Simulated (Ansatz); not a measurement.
Molecule: sum formula AlOH, net charge 0, singlet state. SMILES: [OH][Al]
Geometry: optimised at B3LYP-D3(BJ)/def2-TZVP (Ansatz, a program for electronic structure).

Atomisation energy built up term by term with Ansatz (kcal/mol; UHF references for open shells; valence terms freeze the core; atomic spin-orbit terms are left out). CBS(X,Y): correlation extrapolated as X^-3; Hartree-Fock from the larger set (for Q and 5 zeta extrapolated as (X+1)exp(-9√X)).

```json
[
 {"term": "Hartree-Fock", "basis": "CBS(cc-pV(Q+d)Z,cc-pV(5+d)Z)", "kcal/mol": "162.97"},
 {"term": "CCSD correlation", "basis": "CBS(cc-pV(Q+d)Z,cc-pV(5+d)Z)", "kcal/mol": "(withheld)"},
 {"term": "(T)", "basis": "CBS(cc-pV(Q+d)Z,cc-pV(5+d)Z)", "kcal/mol": "(withheld)"},
 {"term": "CCSDT - CCSD(T)", "basis": "cc-pV(D+d)Z", "kcal/mol": "-0.04"},
 {"term": "(Q)", "basis": "cc-pV(D+d)Z", "kcal/mol": "0.46"},
 {"term": "core correlation", "basis": "cc-pwCVTZ", "kcal/mol": "0.58"},
 {"term": "scalar relativity (X2C)", "basis": "cc-pVTZ-DK against cc-pVTZ", "kcal/mol": "-0.42"},
 {"term": "sum: De", "basis": "", "kcal/mol": "(withheld)"}
]
```

Complete the blanks.


- CCSD correlation, kcal/mol: 71.74
- (T), kcal/mol: 5.21
- sum: De, kcal/mol: 240.5
